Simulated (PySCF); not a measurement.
# How methods differ on the excitation energy of Ag⁺

Ag⁺ [Kr] 4d10 (1S) → Ag⁺ [Kr] 4d9 5p1 (high-spin determinant), as a difference of total energies. Computed with PySCF 2.14 in aug-cc-pVTZ-PP with ECP28MDF, with a scalar-relativistic core potential. Correlated levels: valence: 4s2 4p6 frozen. The calculations carry no spin-orbit coupling.

| method | excitation energy (eV) |
| --- | --- |
| UHF | 9.139 |
| MP2 (valence) | 10.595 |
| SCS-MP2 (valence) | 10.535 |
| CCSD (valence) | 10.222 |
| CCSD(T) (valence) | 10.294 |

Task: How much does correlation contribute at CCSD(T) (valence)?

Result: 10.294 − (9.139) = 1.155 eV, measured against UHF.

The determinant of the upper state mixes LS terms, which raises its energy above the lowest term, most at the Hartree-Fock and MP2 levels.
